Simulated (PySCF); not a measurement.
# From computed data to an observable: chemical shift, span and skew from a shielding tensor

C₂H₄F₂Si₂, SMILES F[SiH2][Si@@H](F)C#C. Atoms are numbered in the order given.

```xyz
10

C      2.7981     0.9253     0.2819
C      1.8341     0.1828     0.3268
Si     0.3277    -0.8470     0.4048
F      0.3153    -1.8832    -0.8564
Si    -1.5700     0.5327     0.2823
F     -1.4167     1.5188    -1.0102
H      3.6534     1.5759     0.2400
H      0.3407    -1.6551     1.6540
H     -2.8202    -0.2614     0.1229
H     -1.6624     1.3728     1.5102
```
Charge 0, spin multiplicity 1.

Coordinates come from a B3LYP-D3(BJ)/def2-SVP optimisation. The structure was generated by enumeration; whether it is a known compound was not checked. One conformer was computed; it need not be the lowest.

GIAO shieldings from PBE0/pcSseg-1 (PySCF), non-relativistic, no solvent. The symmetric part of the tensor of F6 has the principal values 408.3, 432.2, 471.8 ppm. The same nucleus in CFCl3 has σ = 167.2 ppm at this level (PySCF, at its B3LYP-D3(BJ)/def2-TZVP geometry).

Problem. Work out the isotropic shielding, the ¹⁹F shift against CFCl3, the span and the skew.

Solution. 
σ(iso) = (σ11 + σ22 + σ33)/3 = 437.4 ppm. δ = σ(ref) − σ(iso) = 167.2 − (437.4) = -270.2 ppm.
Span Ω = σ33 − σ11 = 63.5 ppm. Skew κ = 3(σ(iso) − σ22)/Ω = 0.25. Tumbling in solution averages the tensor to δ; in a static solid the shielding alone would spread this spin-1/2 line over Ω.
